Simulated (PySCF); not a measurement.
BrF₂In (SMILES [F][In]([F])[Br]), singlet, geometry from GFN2-xTB (such geometries of metal compounds can be far from the true shape) (all electrons, no relativity), with bond 3-1 at 1.8 times its length; CASSCF(4,6)/STO-3G (PySCF).

PySCF was given this input:
```python
from pyscf import gto, scf, mcscf
import numpy

mol = gto.M(
    atom='''
In   -0.49966852    0.29170348   -0.31741673
F    -2.24154134   -0.58509782   -0.56746397
F    -0.23058166    3.54326533   -1.68815192
Br    1.36597748   -0.79744945    0.86774348
''',
    basis='sto-3g',
    verbose=4,
)

mf = scf.RHF(mol)
mf.kernel()
mc = mcscf.CASSCF(mf, 6, 4)
mc.fix_spin_(ss=0.0)
mc.kernel()
occ = numpy.linalg.eigvalsh(mc.fcisolver.make_rdm1(mc.ci, mc.ncas, mc.nelecas))[::-1]
ss = mc.fcisolver.spin_square(mc.ci, mc.ncas, mc.nelecas)[0]
print('natural occupations', occ.round(4), ' <S^2>', round(ss, 4))
```

The log (banner, timings and long lists left out):

```
PySCF version 2.14.0

[INPUT] verbose = 4
[INPUT] num. atoms = 4
[INPUT] num. electrons = 102
[INPUT] charge = 0
[INPUT] spin (= nelec alpha-beta = 2S) = 0
[INPUT] symmetry False subgroup None
[INPUT] Mole.unit = angstrom
[INPUT] Symbol           X                Y                Z      unit          X                Y                Z       unit  Magmom
[...]
nuclear repulsion = 636.436041220451
number of shells = 25
number of NR pGTOs = 165
number of NR cGTOs = 55
basis = sto-3g
ecp = {}

******** <class 'pyscf.scf.hf.RHF'> ********
method = RHF
initial guess = minao
damping factor = 0
level_shift factor = 0
DIIS = <class 'pyscf.scf.diis.CDIIS'>
diis_start_cycle = 1
diis_space = 8
diis_damp = 0
SCF conv_tol = 1e-09
SCF conv_tol_grad = None
SCF max_cycles = 50
direct_scf = True
direct_scf_tol = 1e-13
Set gradient conv threshold to 3.16228e-05
Initial guess from minao.
init E= -8403.52616312584
[...]
cycle= 1 E= -8423.20945941571  delta_E= -19.7  |g|= 0.382  |ddm|= 2.52

WARN: HOMO 0.139459684443156 == LUMO 0.139621761934077

cycle= 2 E= -8419.35646278652  delta_E= 3.85  |g|= 1.08  |ddm|= 4.54
[...]
cycle= 3 E= -8423.27246301643  delta_E= -3.92  |g|= 0.191  |ddm|= 4.51
[...]
cycle= 4 E= -8423.34605865188  delta_E= -0.0736  |g|= 0.193  |ddm|= 0.633
[...]
cycle= 5 E= -8423.32498543161  delta_E= 0.0211  |g|= 0.197  |ddm|= 0.198
[...]
cycle= 6 E= -8423.32046903537  delta_E= 0.00452  |g|= 0.196  |ddm|= 0.048
[...]
cycle= 7 E= -8423.32232830306  delta_E= -0.00186  |g|= 0.196  |ddm|= 0.0209
[...]
cycle= 8 E= -8423.32727140302  delta_E= -0.00494  |g|= 0.196  |ddm|= 0.0469
[...]
cycle= 9 E= -8423.33086277082  delta_E= -0.00359  |g|= 0.195  |ddm|= 0.0336
[...]
cycle= 10 E= -8423.3330602301  delta_E= -0.0022  |g|= 0.195  |ddm|= 0.0224
[...]
cycle= 11 E= -8411.43164338892  delta_E= 11.9  |g|= 0.704  |ddm|= 6.49
[...]
cycle= 12 E= -8419.05248698659  delta_E= -7.62  |g|= 0.531  |ddm|= 4.39
[...]
cycle= 13 E= -8419.05858268268  delta_E= -0.0061  |g|= 0.509  |ddm|= 0.172
[...]
cycle= 14 E= -8419.06149300717  delta_E= -0.00291  |g|= 0.564  |ddm|= 0.11
[...]
cycle= 15 E= -8419.04761948696  delta_E= 0.0139  |g|= 0.608  |ddm|= 0.0574

WARN: HOMO 0.0636400316494369 == LUMO 0.0643079419288283

cycle= 16 E= -8422.92598856273  delta_E= -3.88  |g|= 0.387  |ddm|= 3.27
[...]
cycle= 17 E= -8422.96993289124  delta_E= -0.0439  |g|= 0.156  |ddm|= 0.368
[...]
cycle= 18 E= -8422.97737701284  delta_E= -0.00744  |g|= 0.102  |ddm|= 0.208
[...]
cycle= 19 E= -8422.98347615007  delta_E= -0.0061  |g|= 0.0615  |ddm|= 0.21
[...]
cycle= 20 E= -8422.98191283881  delta_E= 0.00156  |g|= 0.0563  |ddm|= 0.0842
[...]
cycle= 21 E= -8423.23163711617  delta_E= -0.25  |g|= 0.135  |ddm|= 3.35
[...]
cycle= 22 E= -8423.23318606782  delta_E= -0.00155  |g|= 0.129  |ddm|= 0.0262
[...]
cycle= 23 E= -8423.23186776871  delta_E= 0.00132  |g|= 0.134  |ddm|= 0.0484
[...]
cycle= 24 E= -8423.23230804039  delta_E= -0.00044  |g|= 0.132  |ddm|= 0.0115
[...]
cycle= 25 E= -8423.23360860556  delta_E= -0.0013  |g|= 0.128  |ddm|= 0.0611
[...]
cycle= 26 E= -8423.2321193234  delta_E= 0.00149  |g|= 0.132  |ddm|= 0.0817
[...]
cycle= 27 E= -8423.23493988166  delta_E= -0.00282  |g|= 0.121  |ddm|= 0.0495
[...]
cycle= 28 E= -8423.2349966192  delta_E= -5.67e-05  |g|= 0.121  |ddm|= 0.00742
[...]
cycle= 29 E= -8418.43840406449  delta_E=  4.8  |g|= 2.04  |ddm|= 4.93
[...]
cycle= 30 E= -8418.9509996779  delta_E= -0.513  |g|= 1.07  |ddm|= 0.688

WARN: HOMO 0.0603921280784388 == LUMO 0.060922059032344

cycle= 31 E= -8422.94260465772  delta_E= -3.99  |g|= 0.326  |ddm|= 3.29
[...]
cycle= 32 E= -8419.16945214544  delta_E= 3.77  |g|= 0.607  |ddm|= 3.32
[...]
cycle= 33 E= -8422.96533984849  delta_E= -3.8  |g|= 0.21  |ddm|= 3.32
[...]
cycle= 34 E= -8422.97753182202  delta_E= -0.0122  |g|= 0.153  |ddm|= 0.158
[...]
cycle= 35 E= -8423.12808303752  delta_E= -0.151  |g|= 0.345  |ddm|= 1.04
[...]
cycle= 36 E= -8423.23972588225  delta_E= -0.112  |g|= 0.11  |ddm|= 3.17
[...]
[...]
SCF not converged.
CASCI E = -8423.61081152968  S^2 = 0.0000000
[...]
               |grad[o]|=0.0221  |grad[c]|=0.0205  |ddm|=0.0364  |maxRot[o]|=0.204
macro iter   4 ( 20 JK    4 micro), CASSCF E = -8423.63454389579  dE = -2.93702672e-03  S^2 = 0.0000000
               |grad[o]|=0.0182  |grad[c]|=0.0262  |ddm|=0.0146  |maxRot[o]|=0.197
macro iter   5 ( 16 JK    4 micro), CASSCF E = -8423.63485040932  dE = -3.06513532e-04  S^2 = 0.0000000
               |grad[o]|=0.00883  |grad[c]|=0.0139  |ddm|=0.0152  |maxRot[o]|=0.136
macro iter   6 ( 20 JK    4 micro), CASSCF E = -8423.63599696653  dE = -1.14655722e-03  S^2 = 0.0000000
               |grad[o]|=0.00917  |grad[c]|=0.00926  |ddm|=0.00522  |maxRot[o]|=0.0948
macro iter   7 ( 12 JK    4 micro), CASSCF E = -8423.63626282231  dE = -2.65855775e-04  S^2 = 0.0000000
               |grad[o]|=0.00366  |grad[c]|=0.00185  |ddm|=0.00288  |maxRot[o]|=0.0418
macro iter   8 ( 13 JK    3 micro), CASSCF E = -8423.63632232858  dE = -5.95062684e-05  S^2 = 0.0000000
               |grad[o]|=0.00155  |grad[c]|=0.000519  |ddm|=0.00147  |maxRot[o]|=0.0325
macro iter   9 ( 10 JK    2 micro), CASSCF E = -8423.63632680424  dE = -4.47565799e-06  S^2 = 0.0000000
               |grad[o]|=0.000239  |grad[c]|=0.000761  |ddm|=0.00606  |maxRot[o]|=0.0229
macro iter  10 (  4 JK    1 micro), CASSCF E = -8423.63632779234  dE = -9.88107786e-07  S^2 = 0.0000000
               |grad[o]|=0.000121  |grad[c]|=0.000345  |ddm|=0.00174  |maxRot[o]|=0.00592
macro iter  11 (  9 JK    2 micro), CASSCF E = -8423.63636551085  dE = -3.77185061e-05  S^2 = 0.0000000
               |grad[o]|=0.000476  |grad[c]|=0.00262  |ddm|=0.0217  |maxRot[o]|=0.0798
macro iter  12 (  4 JK    1 micro), CASSCF E = -8423.63637627681  dE = -1.07659616e-05  S^2 = 0.0000000
               |grad[o]|=0.000414  |grad[c]|=0.00113  |ddm|=0.00561  |maxRot[o]|=0.0194
macro iter  13 ( 21 JK    4 micro), CASSCF E = -8423.63687165863  dE = -4.95381819e-04  S^2 = 0.0000000
               |grad[o]|=0.00167  |grad[c]|=0.00514  |ddm|=0.082  |maxRot[o]|=0.313
macro iter  14 ( 21 JK    4 micro), CASSCF E = -8423.63761695850  dE = -7.45299869e-04  S^2 = 0.0000000
               |grad[o]|=0.00309  |grad[c]|=0.00689  |ddm|=  0.1  |maxRot[o]|=0.313
macro iter  15 ( 17 JK    4 micro), CASSCF E = -8423.63816902242  dE = -5.52063919e-04  S^2 = 0.0000000
               |grad[o]|=0.0054  |grad[c]|=0.00782  |ddm|=0.104  |maxRot[o]|=0.227
macro iter  16 ( 18 JK    4 micro), CASSCF E = -8423.63837191036  dE = -2.02887943e-04  S^2 = 0.0000000
               |grad[o]|=0.00269  |grad[c]|=0.00339  |ddm|=0.0602  |maxRot[o]|=0.139
macro iter  17 ( 21 JK    4 micro), CASSCF E = -8423.63853144780  dE = -1.59537438e-04  S^2 = 0.0000000
               |grad[o]|=0.00354  |grad[c]|=0.00529  |ddm|=0.0127  |maxRot[o]|=0.159
macro iter  18 (  8 JK    2 micro), CASSCF E = -8423.63854497209  dE = -1.35242972e-05  S^2 = 0.0000000
               |grad[o]|=0.000665  |grad[c]|=0.000148  |ddm|=0.0041  |maxRot[o]|=0.0564
macro iter  19 (  7 JK    2 micro), CASSCF E = -8423.63854515982  dE = -1.87728801e-07  S^2 = 0.0000000
               |grad[o]|=0.000163  |grad[c]|=4.72e-05  |ddm|=9.79e-05  |maxRot[o]|=0.00172
macro iter  20 (  4 JK    1 micro), CASSCF E = -8423.63854535657  dE = -1.96749170e-07  S^2 = 0.0000000
               |grad[o]|=0.000119  |grad[c]|=3.09e-05  |ddm|=5.34e-05  |maxRot[o]|=0.00764
macro iter  21 (  1 JK    1 micro), CASSCF E = -8423.63854535678  dE = -2.09183781e-10  S^2 = 0.0000000
               |grad[o]|=1.65e-05  |grad[c]|=1.32e-05  |ddm|=1.71e-05  |maxRot[o]|=    0
1-step CASSCF converged in  21 macro (289 JK  63 micro) steps
CASSCF canonicalization
Density matrix diagonal elements [1.94852566 1.14183307 0.85319417 0.00654729 0.02415739 0.02574242]
CASSCF energy = -8423.63854535678
CASCI E = -8423.63854535678  E(CI) = -3.28812114910033  S^2 = 0.0000000
natural occupations [1.9507e+00 1.1606e+00 8.3800e-01 4.2300e-02 6.5000e-03 1.8000e-03]  <S^2> 0.0
```

Convergence was not reached.
